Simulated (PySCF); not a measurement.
Species: C7H14.
Z-matrix (Å and degrees, PBE0-D3(BJ)/def2-SVP geometry), rows numbered from 1:
```
C 
C   1  1.5312
C   2  1.5312  1  109.69
C   2  1.5289  1  109.04  3  -119.37
C   2  1.5268  1  108.05  3   117.56
C   5  1.4988  2  123.83  1    83.53
C   5  1.4989  2  123.83  1   157.77
H   1  1.1013  2  110.89  3  -179.42
H   1  1.1018  2  111.17  3    60.33
H   1  1.1017  2  111.06  3   -59.67
H   3  1.1017  2  111.05  1    59.68
H   3  1.1018  2  111.20  1   -60.32
H   3  1.1012  2  110.88  1   179.42
H   4  1.1007  2  111.98  1   -59.19
H   4  1.1007  2  111.99  1   178.96
H   4  1.1010  2  109.92  1    59.89
H   5  1.0968  2  111.43  1   -59.35
H   6  1.0932  5  118.47  7  -106.96
H   6  1.0932  5  118.31  7   108.60
H   7  1.0932  5  118.51  6   106.95
H   7  1.0932  5  118.30  6  -108.56
```

The calculation used PySCF 2.14.0, PBE0-D3(BJ)/def2-SVP geometry optimisation, gas phase.

Masses are those of the commonest isotopes; rigid-rotor values at the optimised geometry. 

(1) What are A, B and C (cm⁻¹)?

(2) Classify the top.

(3) Is it planar, by Δ = Ic − Ia − Ib?

(4) Give the other two planar moments, Paa and Pbb, and the rms extents of the mass along the axes.

(5) Where do the levels up to J = 2 lie, in K?

Answers

(1) Ia = 135.73, Ib = 250.95, Ic = 265.79 u·Å²; 505379 MHz·u·Å²/I gives 3723, 2014 and 1901 MHz, that is A = 0.12420, B = 0.06718, C = 0.06342 cm⁻¹.

(2) An asymmetric top; Ray's κ = -0.877.

(3) Not planar: Δ = Ic − Ia − Ib = -120.89 u·Å². For a rigid frame Δ = −2 Σ m c², so Σ m c² = 60.44 u·Å² lies off the ab plane: 22.16 from hydrogen and 38.28 from heavier atoms. The atom farthest from that plane is 1.94 Å away.

(4) Paa = Σ m a² = (Ib + Ic − Ia)/2 = 190.50 and Pbb = Σ m b² = (Ia + Ic − Ib)/2 = 75.29 u·Å². With the mass M = 98.11 u, the rms extents √(P/M) along a, b and c are 1.39, 0.88, 0.78 Å.

(5) Above 0(0,0), as E/k:
J = 1: 1(0,1) 0.188, 1(1,1) 0.270, 1(1,0) 0.275
J = 2: 2(0,2) 0.563, 2(1,2) 0.640, 2(1,1) 0.657, 2(2,1) 0.903, 2(2,0) 0.903
Those of J = 1 are B + C, A + C and A + B.

The dipole components are |μa| = 0.09 D, |μb| = 0.00 D, |μc| = 0.02 D.

Task: Estimate the classical rotational partition function at 10 K, 100 K and 298.15 K.

Result: Point group Cs, symmetry number σ = 1; q = (√π/σ)·√((kT/h)³/(ABC)), k/h = 20836.6 MHz/K: 1410 at 10 K, 44600 at 100 K, 230000 at 298.15 K.

Not checked by PBE0-D3(BJ)/def2-SVP frequencies. These are rigid-rotor constants of the computed structure; measured ground-state constants (B0) also hold zero-point vibration. A rigid rotor knows nothing of internal rotation, which can split or shift real lines.
